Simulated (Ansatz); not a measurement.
Input for Ansatz (development build ahead of 0.2.0):

```yaml
crystal:
  periodic: [false, false, false]
  atoms:
    - { symbol: Al, position_ang: [0.0225, -0.03521, -0.02745] }
    - { symbol: Cl, position_ang: [2.1244, -0.00675, -0.01972] }
    - { symbol: Cl, position_ang: [-1.04709, 1.75146, -0.00667] }
    - { symbol: Cl, position_ang: [-1.05035, -1.84563, 0.01839] }
basis:
  gaussian: { orbitals: aug-cc-pVDZ }
hamiltonian:
  xc: hf
correlation:
  method: mp2
  frozen_orbitals: { Al: 5, Cl: 5 }
```

The input is written out in the form of the current development build from the run's settings.

The run gave:

```
Converged                       : yes
Reference energy                : -1620.66126 hartree
Correlation energy              : -0.48876 hartree
Total energy                    : -1621.15002 hartree
Spin squared of the determinant : 0.000
```
